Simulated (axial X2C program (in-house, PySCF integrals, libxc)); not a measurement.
**A run on TaNC without results**

A two-component calculation with an axial X2C code built on PySCF integrals.

Input and command:
```json
{"zs": [73, 7, 6], "q": 0, "bas": ["dyall-v3z", "dyall-av3z", "dyall-v3z"], "r0": [2.12, 1.17], "symm": 0, "scan": ["PBE0", "HF", "LDA"], "levels": ["PBE0", "HF", "PBE"], "nst": 2}
```
```bash
python solin.py task.json out
```

Keys: zs atomic numbers; q charge; bas basis sets; r0 starting distance in Å; symm equal bonds; scan levels of the two-bond scan; levels methods; nst determinants followed.

Outcome:

The PBE0 geometry search stopped without converging.
